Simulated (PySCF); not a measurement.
Below is a simulated gas-phase C 1s photoelectron spectrum of `[BH3-][N+]#CCC(F)F`.

Every computed line was given a Gaussian of 0.8 eV full width at half maximum and an area set by the number of equivalent atoms; the highest printed point is 100. The calculation used delta-SCF UKS SCAN, pcX-2 on the ionised atom, pcseg-1 elsewhere, spin-free X2C in PySCF.

binding energy (eV), intensity and a bar:
```
    292.1          0 
    292.2          1 
    292.3          2 
    292.4          3 #
    292.5          7 ##
    292.6         12 ####
    292.7         20 ######
    292.8         31 #########
    292.9         45 #############
    293.0         60 ##################
    293.1         75 ######################
    293.2         87 ##########################
    293.3         96 #############################
    293.4        100 ##############################
    293.5         98 ##############################
    293.6         92 ###########################
    293.7         80 ########################
    293.8         66 ####################
    293.9         51 ###############
    294.0         37 ###########
    294.1         25 #######
    294.2         15 #####
    294.3          9 ###
    294.4          5 #
    294.5          2 #
    294.6          1 
    294.7          0 
    294.8          0 
    294.9          0 
    295.0          0 
    295.1          0 
    295.2          0 
    295.3          0 
    295.4          0 
    295.5          0 
    295.6          0 
    295.7          0 
    295.8          0 
    295.9          1 
    296.0          1 
    296.1          3 #
    296.2          6 ##
    296.3         11 ###
    296.4         18 #####
    296.5         27 ########
    296.6         38 ###########
    296.7         48 ##############
    296.8         56 #################
    296.9         60 ##################
    297.0         59 ##################
    297.1         53 ################
    297.2         43 #############
    297.3         33 ##########
    297.4         23 #######
    297.5         14 ####
    297.6          8 ###
    297.7          4 #
    297.8          2 #
    297.9          1 
    298.0          0 
    298.1          0
```

**Question.** How many maxima does the curve show, and how many computed lines lie under it?

**Answer.** The curve has 2 maxima (at 293.4 and 296.9 eV). Under it lie 3 lines from 3 inequivalent carbon sites. At this width some lines have no maximum of their own.

**Question.** Decompose the envelope and assign each component. Numbering: `[BH3-:1][N+:2]#[C:3][CH2:4][CH:5]([F:6])[F:7]`.

**Answer.** 
| position (eV) | relative area | line | atoms | environment |
| --- | --- | --- | --- | --- |
| 293.22 | 1 | C 1s | C3 | triply bonded carbon |
| 293.63 | 1 | C 1s | C4 | chain CH2 carbon |
| 296.93 | 1 | C 1s | C5 | CHF2 carbon |

**Question.** What are the centre and the root-mean-square width of the whole band?

**Answer.** The area-weighted mean of the lines is 294.59 eV. Their own spread about it is 1.66 eV (rms) and each Gaussian has σ = 0.8/2.355 = 0.34 eV; the variances add, which gives 1.69 eV.

Lowest listed C 1s: C3, bonded to N (triple bond) and C. Highest, 3.71 eV above it: C5, bonded to 2 F, C and H. The widest gap between neighbouring values is 3.30 eV, between 293.63 and 296.93 eV. Summing the Pauling electronegativity differences to the bonded atoms, each weighted by its formal bond order, gives +1.47 for the lowest site and +2.51 for the highest; no listed site has a larger sum than the highest. The smallest sum, -0.70, belongs to C4, 0.41 eV above the lowest.

No satellites, vibrations or lifetime broadening are included. One conformer (not necessarily the lowest) at the PBE0-D3(BJ)/def2-SVP geometry, without solvent, vibrations or thermal averaging.

Time: 43 s of wall time; peak memory 0.55 GiB. Hardware: Arm Neoverse V1, one thread, shared host.

Conformer computed: `[BH3-:1][N+:2]#[C:3][CH2:4][CH:5]([F:6])[F:7]`: C3–C4–C5–F6 180°.
